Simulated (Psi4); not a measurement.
Psi4 input (wB97X-D/6-31G*):

```
memory 1500 MB

molecule {
-1 1
B     0.22645300    0.26515500    0.04119100
Cl   -1.55168800   -0.01159800   -0.48890100
F     0.46900800    1.60343900   -0.03537400
S     1.31408500   -0.97247200    0.52648300
symmetry c1
no_reorient
no_com
}

set {
  basis 6-31G*
  reference rks
  scf_type pk
  dft_radial_points 99
  dft_spherical_points 590
  e_convergence 1e-8
  d_convergence 1e-7
  maxiter 150
}

e = energy('wb97x-d')
print_out(f'\nFINAL {e:.10f} DIPOLE {variable("CURRENT DIPOLE")[0]:.6f} {variable("CURRENT DIPOLE")[1]:.6f} {variable("CURRENT DIPOLE")[2]:.6f}\n')
```

From the output:

```
    One-Electron Energy =               -1706.8693105703673609
    Two-Electron Energy =                 603.8757882599948061
    DFT Exchange-Correlation Energy =     -49.8059180047187127
    Empirical Dispersion Energy =          -0.0004149262433124
    VV10 Nonlocal Energy =                  0.0000000000000000
    Total Energy =                       -983.2018130909616502

Computation Completed

Properties will be evaluated at   0.000000,   0.000000,   0.000000 [a0]

Properties computed using the SCF density matrix

 Multipole Moments:

 ------------------------------------------------------------------------------------
     Multipole            Electronic (a.u.)      Nuclear  (a.u.)        Total (a.u.)
 ------------------------------------------------------------------------------------

 L = 1.  Multiply by 2.5417464519 to convert [e a0] to [Debye]
 Dipole X            :         -0.8122537            0.0000019           -0.8122518
 Dipole Y            :          0.8198905            0.0000151            0.8199056
 Dipole Z            :         -0.3504730            0.0000000           -0.3504730
 Magnitude           :                                                    1.2061631

 ------------------------------------------------------------------------------------

FINAL -983.2018130910 DIPOLE -0.812252 0.819906 -0.350473

*** Psi4 exiting successfully. Buy a developer a beer!
```

The dipole moment of an ion depends on the origin.

The geometry given is a B3LYP-D3(BJ)/def2-TZVP minimum.
